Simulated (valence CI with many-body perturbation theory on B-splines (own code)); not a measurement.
# Questions on Ir⁶⁺

Level of theory: relativistic CI+MBPT: three valence electrons over a frozen Dirac-Fock core [Xe] 4f14, radial functions for each j: 7 s, 7 p, 8 d, 6 f, 4 g, 1 h, with the one-electron correlation potential Σ1 (screened to all orders), the two-electron term Σ2, the three-electron term Σ3, Breit, model QED; selected single and double excitations, second order for the rest, scaled by the run's own slope (own B-spline code, finite nucleus).

No measured spectrum was set against this ion. As an estimate, terms of the open shell hold to 2 to 4 % of their energy, and close levels can change places; different configurations can be misplaced against each other by 1,000 to 8,000 cm⁻¹. Only levels of the ground parity were solved; by the run's estimate the other parity begins above the list, which can be wrong where configurations are misplaced.

Names give the largest LS component (configuration and term), which can be under half, so a name can repeat, a term be missing and a line seem to break the LS rules; names also repeat where a configuration has a term twice.

Rates and lifetimes use the calculated energies. Strong lines usually hold to 10 to 20 %, long lifetimes can be off by a factor of two.

Problem. What is the ground level?

Solution. 5d3 4F_3/2, composition 80 % 5d3 4F + 16 % 5d3 2D + 2 % 5d3 2P, g = 0.499.

Problem. What is the ionisation energy?

Solution. 89.468 eV; NIST lists 89 ± 2 eV (theoretical).

Problem. How well does LS coupling describe the low levels?

Solution. Among the lowest 20 levels the leading LS term, summed over configurations, holds 76 % on average. For single configurations the figures are 75 % in LS and 78 % in jj coupling. Terms mix most in the J = 3/2 level at 33432 cm⁻¹, where the leading one holds 45 %.

Problem. Name the longest-lived excited levels whose lifetime is computed, and their main decay.

Solution. 5d3 4F_9/2 at 17574 cm⁻¹ lives 1.36 s, mostly by M1 to 5d3 4F_7/2.
